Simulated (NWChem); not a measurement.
# Correlation energy of Mg

```xyz
1

Mg     0.0000     0.0000     0.0000
```
Charge 0, spin multiplicity 1.

Program: NWChem.

Basis set: def2-SVP. Each correlation energy counts from its own Hartree-Fock reference.

The correlated methods keep 5 core orbitals frozen. Coupled-cluster values serve here as a point of comparison, not as the truth.

Task: One of these methods gave a correlation energy of -31.9 mHa. Which?
A) CCSD
B) SCS-MP2
C) MP2

Result: A, CCSD. The others give -24.1 (SCS-MP2), -20.1 (MP2).
